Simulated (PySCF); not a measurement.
**RbH₂⁻: fields on a plane**

Method: PySCF, PBE0, basis Rb def2-TZVPD with ECP28, H def2-TZVPD (scalar-relativistic core potentials, no spin–orbit coupling, density fitting).

The singlet minimum has Rb–H 2.686 Å (×2); H–Rb–H 180.0°.

The plane holds Rb1 at (0.00, 0.00), H2 at (2.69, 0.00), H3 at (-2.69, 0.00) Å. Columns run from x = -4.65 to 4.95 Å, rows from y = 2.25 (top) to -1.95 Å, in steps of 0.3 Å. Other isomers or separated fragments may lie lower. Core electrons replaced by a potential are absent, the electrostatic potential uses the reduced nuclear charge, and values within about 0.7 Å of such atoms have no physical meaning.

**Question.** Give the electrostatic potential (V) (cut at 20 V). Every second row and column.

**Answer.** 
```
-3.7 -4.1 -4.5 -4.6 -4.3 -3.6 -2.8 -2.2 -2.0 -2.4 -3.2 -4.0 -4.5 -4.6 -4.3 -3.9 -3.5
-4.2 -4.9 -5.5 -5.8 -5.3 -4.0 -2.3 -0.8 -0.4 -1.5 -3.2 -4.7 -5.6 -5.7 -5.2 -4.5 -3.9
-4.7 -5.7 -6.6 -6.8 -6.2 -4.3 -0.6  5.6  8.4  2.2 -2.7 -5.5 -6.6 -6.8 -6.2 -5.2 -4.3
-5.1 -6.3 -6.5  0.3 -3.5 -4.1  4.3 20.0 20.0 18.3 -1.3 -5.1  0.8 -4.4 -6.8 -5.7 -4.6
-5.2 -6.5 -5.9 20.0  1.6 -3.8  6.8 20.0 20.0 20.0 -0.7 -4.3 20.0 -0.1 -6.8 -5.8 -4.6
-4.9 -6.1 -6.8 -5.8 -5.9 -4.3  1.4 18.8 20.0  7.7 -2.1 -5.5 -5.6 -6.5 -6.6 -5.5 -4.4
-4.5 -5.3 -6.1 -6.4 -5.8 -4.2 -1.7  1.1  1.9 -0.3 -3.0 -5.2 -6.2 -6.3 -5.8 -4.9 -4.1
-3.9 -4.5 -5.0 -5.1 -4.7 -3.8 -2.7 -1.7 -1.4 -2.1 -3.2 -4.3 -5.0 -5.1 -4.7 -4.2 -3.7
```

**Question.** Give the electron density (e/Å³) (cut at 5 e/Å³). Every second row and column.

**Answer.** 
```
0.00 0.00 0.00 0.00 0.00 0.00 0.00 0.00 0.00 0.00 0.00 0.00 0.00 0.00 0.00 0.00 0.00
0.00 0.00 0.01 0.02 0.02 0.01 0.01 0.02 0.03 0.01 0.01 0.01 0.02 0.01 0.01 0.00 0.00
0.00 0.01 0.04 0.08 0.07 0.04 0.07 0.32 0.47 0.16 0.04 0.05 0.08 0.06 0.02 0.01 0.00
0.01 0.02 0.11 0.42 0.28 0.09 0.32 2.13 1.94 1.04 0.11 0.15 0.45 0.24 0.05 0.01 0.00
0.01 0.03 0.15 1.02 0.48 0.11 0.47 1.97 0.12 1.55 0.15 0.20 1.13 0.40 0.07 0.01 0.00
0.00 0.02 0.07 0.17 0.14 0.06 0.16 1.04 1.54 0.47 0.07 0.09 0.18 0.12 0.04 0.01 0.00
0.00 0.01 0.02 0.04 0.03 0.02 0.03 0.08 0.12 0.05 0.02 0.03 0.04 0.03 0.01 0.00 0.00
0.00 0.00 0.01 0.01 0.01 0.01 0.00 0.01 0.01 0.01 0.01 0.01 0.01 0.01 0.00 0.00 0.00
```

The lowest empty level of this anion is unbound, so it and the gap depend on the basis.
